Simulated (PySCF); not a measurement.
PySCF input:

```python
from pyscf import gto, scf, dft

mol = gto.M(
    atom='''
    Si   -0.58728897   -0.60404562    0.22209472
    Br   -0.37032054    1.40032089    1.23727475
    Br    1.12588951   -1.01818123   -1.15402590
    O    -1.94045110   -0.60283321   -0.70350341
    H    -2.69925996   -0.09558388   -0.39500864
    ''',
    basis='def2-tzvpd',
    charge=0,
    spin=1,
    verbose=4,
)

mf = dft.UKS(mol, xc='m062x').density_fit(auxbasis='def2-universal-jkfit')
mf.grids.level = 4
mf.conv_tol = 1e-9
mf.max_cycle = 100
mf.max_memory = 1500
mf.kernel()
if not mf.converged:
    mf = mf.newton()
    mf.kernel(mf.make_rdm1())
for _ in range(2):
    mo, _, stable, _ = mf.stability(return_status=True)
    if stable:
        break
    mf.kernel(mf.make_rdm1(mo, mf.mo_occ))
mf.analyze()
```

Q: Which total energy does the run end on?

A: -5513.80959 Eh (M06-2X/def2-TZVPD).

It need not be the lowest isomer of its formula.
